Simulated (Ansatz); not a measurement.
Hg3TeBr4. Charge 0, multiplicity 1. Geometry PBE-D4/def2-SVP.

```xyz
8

Hg    0.9120    1.8703   -0.5507
Hg    0.0838   -1.5922   -1.4650
Hg    0.1792   -0.5656    2.0836
Te    2.1117   -0.5314    0.1055
Br    0.4873    4.2139   -1.1964
Br   -1.6622    0.3753   -0.0916
Br   -1.1138   -2.9743   -3.1265
Br   -0.9980   -0.7959    4.2410
```

In the def2 sets Hg, Te take a core potential; there is no spin–orbit coupling. Another isomer (singlet) lies 0.15 eV lower at PBE0-D4/def2-TZVP; other spin states weren't run for this one.

Problem. Estimate the orbital energies around the gap (eV) in Ansatz with PBE-D4/def2-TZVP, r2SCAN-D4/def2-TZVP, PBE0-D4/def2-TZVP.

Solution. 
```tsv
orbital	PBE-D4/def2-TZVP	r2SCAN-D4/def2-TZVP	PBE0-D4/def2-TZVP
HOMO−5	-7.18	-7.50	-8.44
HOMO−4	-7.17	-7.49	-8.41
HOMO−3	-7.15	-7.47	-8.40
HOMO−2	-6.91	-7.23	-8.10
HOMO−1	-6.89	-7.21	-8.09
HOMO	-6.76	-7.06	-7.86
LUMO	-4.04	-4.03	-3.33
LUMO+1	-4.04	-4.02	-3.33
LUMO+2	-3.89	-3.80	-3.19
LUMO+3	-2.39	-2.25	-1.82
LUMO+4	-2.35	-2.21	-1.77
LUMO+5	-1.48	-1.19	-0.85
```
